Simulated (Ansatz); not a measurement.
Mulliken charges of F3H2InS (`[F][In-]([F])([F])[SH2+]`) from r2SCAN/def2-TZVPP in Ansatz (PBE0-D4/def2-TZVP geometry).

```csv
atom,x (Å),y (Å),z (Å),charge (e)
F1,1.283,-1.700,1.638,-0.467
In2,0.094,-1.049,0.260,1.204
F3,-1.805,-0.884,0.649,-0.488
F4,0.592,-1.278,-1.607,-0.488
S5,0.390,1.607,0.120,-0.094
H6,-0.952,1.730,0.116,0.166
H7,0.459,1.505,-1.222,0.166
```

By hand: the dipole of these point charges (1 e Å = 4.8032 D).

Σ q r = (-0.013, 0.972, -0.179) e Å, of length 0.988 e Å = 4.75 D.

How does the dipole of the full density compare? (An estimate is asked.)

Ansatz gave: (-0.012, 0.966, -0.178) e Å, 4.72 D; the point charges give 1.01 times that, at 0° from its direction.

Point charges leave out the atoms' own dipoles, such as those of lone pairs, and Mulliken's split depends on the basis, so the close match here is no proof of good charges.
